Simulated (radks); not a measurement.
Problem. The table gives one normalised radial function P(r) = r R(r) of Mg2+ in [Ne] (r in bohr). All-electron calculation, non-relativistic Kohn-Sham, HCTH/407, spin-polarised, spherical densities, point nucleus. Program: a radial shooting solver on a logarithmic mesh with Libxc functionals.

r	P
0.00463	0.3511
0.006275	0.4665
0.008505	0.6156
0.01153	0.8047
0.01562	1.0385
0.02134	1.3251
0.02892	1.6407
0.0392	1.9681
0.05312	2.2619
0.072	2.4546
0.09836	2.4637
0.1333	2.2263
0.1807	1.7513
0.2448	1.1468
0.3318	0.5892
0.4533	0.2124
0.6144	0.0507
0.8327	0.0068
1.128	0.0004
1.529	0.0000
2.089	0.0000

Which n and l does it have? It may be an empty orbital.

Solution. n = 1, l = 0: the number of nodes gives n - l - 1 = 0, the rise at small r (about r^(l+1)) gives l, and the extent must fit the shell. The curve is that of 1s. 1s: eigenvalue -1276.7 eV, 0 radial nodes, <r> = 0.131 bohr, 90 % of the charge inside 0.234 bohr.
